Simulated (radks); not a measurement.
Q: Radial electron density D(r) = 4 pi r^2 rho(r) of an atom or ion with 22.25 electrons. Method: scalar-relativistic Kohn-Sham, PBE, spin-polarised, spherical densities, point nucleus; computed with a radial shooting solver on a logarithmic mesh with Libxc functionals.

r (bohr)  D(r) (e/bohr)  spin D(r)
0.002842          10.62      0.423
0.003179          12.60      0.500
0.003556          14.88      0.588
0.003946          17.30      0.680
0.004413          20.24      0.791
0.004936          23.54      0.914
0.005477          26.93       1.04
0.006127          30.92       1.18
0.006853          35.22       1.32
0.007665          39.76       1.47
0.008505          44.11       1.60
0.009513          48.82       1.73
0.01064           53.40       1.83
0.01181           57.37       1.89
0.01321           61.14       1.91
0.01477           64.18       1.87
0.01652           66.32       1.75
0.01833           67.38       1.58
0.0205            67.49       1.32
0.02293           66.62       1.01
0.02545           65.15      0.693
0.02846           63.22      0.375
0.03184           61.42      0.144
0.03561           60.35     0.0793
0.03951           60.46      0.245
0.0442            62.11      0.741
0.04943           65.38       1.62
0.05485           69.53       2.81
0.06135           74.41       4.44
0.06862           78.59       6.37
0.07676           80.79       8.47
0.08517           80.15       10.4
0.09526           76.18       12.5
0.1066            69.28       14.4
0.1182            61.46       16.1
0.1322            53.46       17.8
0.1479            47.89       19.4
0.1654            46.05       20.8
0.1836            47.62       21.7
0.2053            51.34       22.0
0.2297            54.61       21.2
0.2548            54.98       19.5
0.285             51.07       16.6
0.3188            42.89       13.0
0.3566            32.18       9.31
0.3957            22.07       6.20
0.4426            12.93       3.58
0.495             6.560       1.82
0.5493            3.032      0.853
0.6144            1.118      0.324
0.6872           0.3400      0.103
0.7686          0.08359     0.0270
0.8529          0.01841    0.00634
0.954          0.002811    0.00105

What is the nuclear charge?

A: Z = 53. The innermost maximum, from 1s, lies near gamma/Z bohr with gamma = sqrt(1 - (Z/c)^2) = 0.922, here 0.0174 bohr (found: 0.0195), and its height grows with Z. The density is that of the iodine ion I30.75+ in [He] 2s(up 1, down 0.25) 2p6 3s2 3p6 3d5; the configuration itself is not fixed sharply by these data, and Z only to a few units. D(r) has 3 maxima, at r = 0.0195, 0.0793, 0.245 bohr, and minima at 0.0371, 0.165 bohr, inside which lie 1.95, 10.22 electrons.
